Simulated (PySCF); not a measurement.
**Potential energy of LaSe along the bond**

Set-up: La x2c-SVPall, Se x2c-SVPall; spin-free X2C with a Gaussian nucleus (PySCF 2.14). Energies in eV from La (5d1 6s2) + Se in their ground configurations at the same level. State: doublet, about 0.1 electrons in the 4f shell (Mulliken).

All columns are MN15. A positive dipole means La(−)Se(+).

```json
{"R (Å)": "2.153", "E (eV)": "-3.382", "μ (D)": "-3.97", "Mulliken charge on La (basis-dependent)": "0.04", "HOMO (eV)": "-4.47", "LUMO (eV)": "-1.48", "Mayer bond order": "2.65", "⟨S²⟩": "0.75"}
{"R (Å)": "2.254", "E (eV)": "-4.268", "μ (D)": "-4.67", "Mulliken charge on La (basis-dependent)": "0.12", "HOMO (eV)": "-4.61", "LUMO (eV)": "-1.60", "Mayer bond order": "2.59", "⟨S²⟩": "0.75"}
{"R (Å)": "2.354", "E (eV)": "-4.738", "μ (D)": "-5.30", "Mulliken charge on La (basis-dependent)": "0.18", "HOMO (eV)": "-4.73", "LUMO (eV)": "-1.73", "Mayer bond order": "2.54", "⟨S²⟩": "0.75"}
{"R (Å)": "2.429", "E (eV)": "-4.887", "μ (D)": "-5.74", "Mulliken charge on La (basis-dependent)": "0.22", "HOMO (eV)": "-4.83", "LUMO (eV)": "-1.83", "Mayer bond order": "2.51", "⟨S²⟩": "0.75"}
{"R (Å)": "2.504", "E (eV)": "-4.907", "μ (D)": "-6.15", "Mulliken charge on La (basis-dependent)": "0.25", "HOMO (eV)": "-4.92", "LUMO (eV)": "-1.93", "Mayer bond order": "2.49", "⟨S²⟩": "0.75"}
{"R (Å)": "2.579", "E (eV)": "-4.827", "μ (D)": "-6.53", "Mulliken charge on La (basis-dependent)": "0.27", "HOMO (eV)": "-5.00", "LUMO (eV)": "-2.02", "Mayer bond order": "2.48", "⟨S²⟩": "0.75"}
{"R (Å)": "2.679", "E (eV)": "-4.610", "μ (D)": "-7.00", "Mulliken charge on La (basis-dependent)": "0.29", "HOMO (eV)": "-5.11", "LUMO (eV)": "-2.15", "Mayer bond order": "2.47", "⟨S²⟩": "0.75"}
{"R (Å)": "2.804", "E (eV)": "-4.222", "μ (D)": "-7.54", "Mulliken charge on La (basis-dependent)": "0.31", "HOMO (eV)": "-5.23", "LUMO (eV)": "-2.31", "Mayer bond order": "2.46", "⟨S²⟩": "0.75"}
{"R (Å)": "2.955", "E (eV)": "-3.663", "μ (D)": "-8.05", "Mulliken charge on La (basis-dependent)": "0.32", "HOMO (eV)": "-5.35", "LUMO (eV)": "-2.52", "Mayer bond order": "2.43", "⟨S²⟩": "0.77"}
{"R (Å)": "3.155", "E (eV)": "-2.888", "μ (D)": "-8.11", "Mulliken charge on La (basis-dependent)": "0.32", "HOMO (eV)": "-5.37", "LUMO (eV)": "-2.75", "Mayer bond order": "2.25", "⟨S²⟩": "1.01"}
```

A fit through these points gives, at Re = 2.479 Å, μ = -6.02 D and dμ/dR = -5.38 D/Å; the reduced mass is 50.73 u.

Problem. How strong is the fundamental in the double-harmonic approximation, I = 42.26·(dμ/dR)²/μred km/mol?

Solution. I = 42.26·(-5.38)²/50.73 = 24.1 km/mol at MN15.

⟨S²⟩ of the unrestricted solution departs from its pure value on part of the curve, where spin states mix. These are scalar-relativistic numbers at best; spin–orbit coupling would shift them, the dissociation energy most. The state is the lowest single determinant that the PBE0 search found; with open d or f shells the true ground state can be another one.
